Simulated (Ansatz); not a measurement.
A nudged elastic band was laid between two geometries of CH7AlClNSi (12 atoms, charge 0, multiplicity 1).

Level of theory: Ansatz 0.2.0, RKS B3LYP/6-31G.

| Property | Result |
| --- | --- |
| movable images | 9 |
| climbing image | yes |
| spring | 5.0 eV/Å² |
| optimiser | quadratic models (default) |
| start path | through a guess of the saddle point |
| force threshold | 0.03 eV/Å |
| iteration limit | 30 |
| end points | relaxed |

Initial state:

```xyz
12
Properties=species:S:1:pos:R:3
C -1.065 0.929 -2.148
Al 0.075 -0.174 -0.977
N -0.140 -0.050 0.834
Si 0.811 -0.852 2.078
Cl 2.406 0.455 2.907
H -0.737 1.978 -2.142
H -2.113 0.915 -1.824
H -1.026 0.578 -3.186
H 1.199 -1.213 -1.440
H -0.844 0.598 1.182
H -0.015 -1.209 3.274
H 1.528 -2.012 1.475
```

Final state:

```xyz
12
Properties=species:S:1:pos:R:3
C -0.055 0.680 -1.974
Al -1.272 -0.080 -0.623
N -0.630 -0.619 1.002
Si 1.008 -0.509 1.632
Cl 1.340 1.324 2.845
H 0.333 -0.104 -2.639
H 0.807 1.186 -1.524
H -0.584 1.405 -2.604
H -2.843 -0.328 -0.809
H -1.318 -0.983 1.660
H 1.322 -1.629 2.572
H 1.969 -0.398 0.496
```

Q: Which bonds break or form, and what moves?

A: No bond is made or broken. The dihedral C1–Al2–N3–Si4 goes from -176 to 3°.

Q: What energy profile does the band end with?

A: It converged. The highest image is number 4 of 0 to 10, 9.1 kcal/mol above the first end and 9.0 kcal/mol above the last; the last end lies 0.1 kcal/mol above the first. A vibrational analysis at the climbing image gives one clearly imaginary mode, 174i cm⁻¹: a first-order saddle point. Limits of this set-up: no polarisation functions.

```tsv
image	path coordinate (Å)	energy (kcal/mol)	dihedral C1–Al2–N3–Si4 (°)
0	0.00	0.0	-176
1	0.97	0.8	-156
2	1.94	3.4	-133
3	2.91	7.0	-110
4	3.88	9.1	-87
5	4.92	6.6	-60
6	5.95	2.6	-30
7	6.99	0.5	-7
8	8.03	0.2	3
9	9.07	0.1	3
10	10.10	0.1	3
```

Q: What is the geometry of the highest image?

A: 
```xyz
12
Properties=species:S:1:pos:R:3
C -0.616 1.067 -1.941
Al -0.441 -0.648 -0.990
N -0.443 -0.717 0.863
Si 0.937 -0.537 1.924
Cl 1.274 1.552 2.629
H 0.110 1.801 -1.568
H -1.612 1.505 -1.780
H -0.470 0.949 -3.020
H -0.289 -2.048 -1.764
H -1.339 -0.795 1.339
H 0.794 -1.317 3.192
H 2.173 -0.866 1.149
```

Q: What are the harmonic wavenumbers there?

A: 174i, 44, 50, 128, 164, 217, 349, 422, 501, 525, 603, 648, 689, 743, 784, 820, 864, 898, 928, 1210, 1319, 1498, 1498, 1869, 2189, 2217, 3031, 3106, 3134, 3560 cm⁻¹.

The band took 21 iterations and about 12 core-minutes.

The run took 12 min on 1 thread of Intel(R) Xeon(R) Platinum 8559C (Emerald Rapids) (shared host), peak memory 0.21 GiB.
